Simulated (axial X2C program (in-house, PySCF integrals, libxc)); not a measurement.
## SrBr: from Re and ωe to a spectrum

A bond curve at the CCSD(T) level, with spin–orbit coupling, was computed with an axial X2C code built on PySCF integrals (basis Sr dyall-cv3z [13s12p8d5f1g], Br dyall-cv3z [8s9p6d4f1g] (cores contracted in-house)) for the state Ω = 1/2 (⟨Sz⟩ = 0.50, ⟨Lz⟩ = 0.00 at HF). Its fit gives Re = 2.8040 Å, ωe = 206.9 cm⁻¹, ωexe = 0.474 cm⁻¹ and αe = 1.695e-04 cm⁻¹; the masses are 87.9056 and 78.9183 u. Two-component means X2C with spin–orbit coupling and atomic mean-field Coulomb and Gaunt terms.

Correlated methods: 9 electrons correlated (number of frozen shells: Sr 4 s, 3 p, 1 d; Br 3 s, 2 p, 1 d), 277 virtual spin orbitals or spinors in MP2, 82 natural virtuals in coupled cluster.

Q: Find the reduced mass, Be and the force constant.

A: From the CCSD(T) values: μ = 41.5849 u. Be = 16.8576/(μ Re²) = 0.05156 cm⁻¹. k = 5.8918×10⁻⁷ μ ωe² = 1.05 mdyn/Å.

Q: Where do the fundamental and the first overtone lie?

A: ν(1←0) = ωe − 2ωexe = 206.0 cm⁻¹; ν(2←0) = 2ωe − 6ωexe = 411.0 cm⁻¹.

Q: Estimate the centrifugal constant by the Kratzer relation.

A: D = 4Be³/ωe² = 1.28e-08 cm⁻¹.

Q: A Morse curve ties αe to the other constants (Pekeris). How well does that hold?

A: αe(Morse) = 6Be²/ωe × (√(ωexe/Be) − 1) = 1.567e-04 cm⁻¹; the CCSD(T) curve gives 1.695e-04 cm⁻¹, a ratio of 0.92.

Q: Estimate De from a Morse curve and compare with the computed well depth of 3.522 eV to Sr + Br.

A: De(Morse) = ωe²/(4ωexe) = 2.799 eV against 3.522 eV computed, a ratio of 0.79. The extrapolation falls short: long-range attraction (ionic or ion–induced dipole) or a change of character along the curve can cause this.

The state is a single determinant with fixed occupations, the lowest that a limited PBE0 search found. De is counted from the lowest determinant-based energies of the atoms at the same level, without counterpoise correction. CCSD and (T) use frozen natural virtuals with an MP2 correction for the truncation; (T) itself is uncorrected, so its De runs slightly low. The outer-core s and p shells of the metal are frozen in the correlated rows, which leaves out core–valence correlation; for alkali and alkaline-earth bonds that tends to lengthen them. With the outer-core shells frozen, correlated bond lengths of heavy atoms tend to come out a few hundredths of an ångström too long.
